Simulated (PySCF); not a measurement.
H₃Si₂, SMILES [Si][SiH3] (connectivity only; charge and spin as stated), neutral, multiplicity 2. Atoms are numbered in the order given.

```xyz
5

Si    -1.3577    -0.0108     0.0000
Si     1.0243    -0.0088     0.0000
H      1.6795    -0.5923     1.2009
H      1.3091     1.4591     0.0000
H      1.6795    -0.5923    -1.2009
```
Charge 0, spin multiplicity 2.

Geometry optimised at B3LYP-D3(BJ)/def2-TZVP. The isomer is the one that the SMILES or the coordinates give; other isomers of the formula were not compared.

These are ωB97X/def2-TZVPD in PySCF values and carry that method's errors.

Mulliken values depend strongly on the basis, most of all with diffuse functions as here. ESP charges are fitted to the potential on shells at 1.4 to 2.0 van der Waals radii. Atomic charges (e):

```
atom  Mulliken  ESP fit  Mulliken spin
----  --------  -------  -------------
Si1       0.02      ___           0.97
Si2       0.23      ___           0.00
H3       -0.09      ___           0.01
H4       -0.08      ___           0.00
H5       -0.09      ___           0.01
```

Question: Fill in the missing entries. (The exact figures need the calculation; the answer reports its results.)

Answer: 
- Si1, ESP fit: -0.09
- Si2, ESP fit: 0.52
- H3, ESP fit: -0.15
- H4, ESP fit: -0.12
- H5, ESP fit: -0.15
